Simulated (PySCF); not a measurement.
**M(OH)₃ across group 14**

Level: PBE0, basis family def2-SVP, scalar-relativistic core potentials from Rb on and no relativity for lighter atoms.

Each entry is the lowest minimum that a search over a few typed start shapes (and spin states, where more than one is plausible) found, or that minimum re-optimised at the stated level; isomers with ligand–ligand bonds, or fragments after loss of a ligand pair, can lie lower. Open shells are unrestricted; no spin–orbit coupling; PySCF with density fitting.

```tsv
molecule	2S+1	point group	mean bond to the central atom (Å)	highest ω (cm⁻¹)	distinct angles (°)	polar-tensor charge of the central atom
Si(OH)₃	?	?	?	?	?	?
Ge(OH)₃	2	C3	1.780	3889	112/106	1.34
Sn(OH)₃	2	C3	1.999	3865	111/105	1.28
Pb(OH)₃	2	C3	2.131	3842	109/105	1.02
```

**Question.** Fill in the row of Si(OH)₃.

**Answer.** 2S+1: 2; point group: C3; mean bond to the central atom (Å): 1.660; highest ω (cm⁻¹): 3929; distinct angles (°): 116/108; polar-tensor charge of the central atom: 1.45.

Spin–orbit coupling can matter for Pb(OH)₃.

Left out of the table are members whose search was unfinished or whose lowest solution was spin-contaminated, unstable, very soft or bonded differently.
